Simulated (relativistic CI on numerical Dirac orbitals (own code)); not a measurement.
# d8 in a ligand field

Computed with a parametric ligand-field model of a d^n configuration (Racah B and C, spin-orbit zeta, crystal field), exact diagonalisation.

Field parameters in Wybourne normalisation: Oh B⁴₀ = 21Dq, B⁴₄ = √(5/14) B⁴₀; Td as Oh with Dq negative (B⁴₀ = 21Dq, B⁴₄ = √(5/14) B⁴₀). The field is a parameter set, without covalency.

(1) Lowest levels for B = 580, C = 2750, ζ = 3600 cm⁻¹, Oh, 10Dq = 25150 cm⁻¹?

(2) Lowest levels for B = 640, C = 2450, ζ = 900 cm⁻¹, Oh, 10Dq = 32150 cm⁻¹?

(3) Lowest levels for B = 460, C = 1620, ζ = 3900 cm⁻¹, Oh, 10Dq = 19750 cm⁻¹?

(4) Lowest levels for B = 920, C = 4260, ζ = 610 cm⁻¹, Td, 10Dq = -3200 cm⁻¹?

(5) Lowest levels for B = 580, C = 2510, ζ = 2950 cm⁻¹, Oh, 10Dq = 29800 cm⁻¹?

## Answers

(1) T2 0 (S 0.99), E 9444 (S 0.15), A1 17938 (S 0.20), E 23839 (S 0.98), T1 24077 (S 0.98), T2 26206 (S 0.95), A2 28232 (S 1.00), T2 32488 (S 0.93), T1 33255 (S 0.98) cm⁻¹, with S from ⟨S²⟩ = S(S + 1). The ground level has 2.04 electrons in the cubic e pair.

(2) T2 0 (S 1.00), E 9916 (S 0.01), A1 18810 (S 0.01), E 31896 (S 1.00), T1 31917 (S 1.00), T2 32397 (S 1.00), A2 32669 (S 1.00), T2 39223 (S 0.99), E 39357 (S 1.00) cm⁻¹, with S from ⟨S²⟩ = S(S + 1). The ground level has 2.00 electrons in the cubic e pair.

(3) T2 0 (S 0.99), E 6218 (S 0.20), A1 12242 (S 0.25), E 18234 (S 0.98), T1 18447 (S 0.95), T2 20545 (S 0.88), A2 23555 (S 1.00), T2 26331 (S 0.88), T1 27222 (S 0.96) cm⁻¹, with S from ⟨S²⟩ = S(S + 1). The ground level has 2.07 electrons in the cubic e pair.

(4) A1 0 (S 1.00), T1 344 (S 1.00), E 927 (S 1.00), T2 1213 (S 1.00), T1 3542 (S 1.00), T2 3601 (S 1.00), E 3806 (S 1.00), A2 3891 (S 1.00), T2 6968 (S 1.00) cm⁻¹, with S from ⟨S²⟩ = S(S + 1). The ground level has 3.86 electrons in the cubic e pair.

(5) T2 0 (S 1.00), E 9296 (S 0.08), A1 17772 (S 0.09), E 28701 (S 0.99), T1 28910 (S 0.98), T2 30583 (S 0.97), A2 32035 (S 1.00), T2 36578 (S 0.93), T1 37430 (S 0.98) cm⁻¹, with S from ⟨S²⟩ = S(S + 1). The ground level has 2.02 electrons in the cubic e pair.
